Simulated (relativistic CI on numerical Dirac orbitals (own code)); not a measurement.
**Slater and spin-orbit integrals, Sm²⁶⁺**

These numbers are calculated, not measured: Dirac-Coulomb-Breit CI, orbitals from a KLI potential per configuration, model QED, unscaled Slater integrals (own radial code, finite nucleus).

Slater integrals F^k, G^k are unscaled and averaged over j, outside the closed core [Ar] 3d10; ζ comes from projecting the Hamiltonian with its Breit term on Σ l·s of the shell.

- 4s²4p⁵4d: ζ(4p) = 185270, F^2(4p,4d) = 184320, G^1(4p,4d) = 230470, G^3(4p,4d) = 147280, ζ(4d) = 22578 cm⁻¹; <r>(4p) = 0.5454, <r^2>(4p) = 0.3361, <r>(4d) = 0.5542, <r^2>(4d) = 0.3506 (bohr units).
- 4s4p⁶4d: G^2(4s,4d) = 181770, ζ(4d) = 22728 cm⁻¹; <r>(4s) = 0.5303, <r^2>(4s) = 0.3158, <r>(4d) = 0.5544, <r^2>(4d) = 0.3508 (bohr units).
- 4s²4p⁵4f: ζ(4p) = 184770, F^2(4p,4f) = 186380, G^2(4p,4f) = 154050, G^4(4p,4f) = 111950, ζ(4f) = 2932.7 cm⁻¹; <r>(4p) = 0.5458, <r^2>(4p) = 0.3365, <r>(4f) = 0.5353, <r^2>(4f) = 0.3251 (bohr units).

Averages of the first 10 configurations, taken without configuration mixing, which lowers the lowest level and can move excited configurations by several eV; other configurations of the list can lie among them:

```
Configuration  Parity  States  Average energy above the lowest level (eV)
       4s²4p⁶    even       1                                         0.3
     4s²4p⁵4d     odd      60                                       130.0
      4s4p⁶4d    even      20                                       233.1
     4s²4p⁵4f    even      84                                       270.6
      4s4p⁶4f     odd      28                                       373.9
     4s²4p⁵5s     odd      12                                       390.2
     4s²4p⁵5p    even      36                                       431.7
      4p⁶4d4f     odd     140                                       608.5
       4p⁶4d²    even      45                                       469.4
       4p⁵4d³     odd     720                                       596.6
```
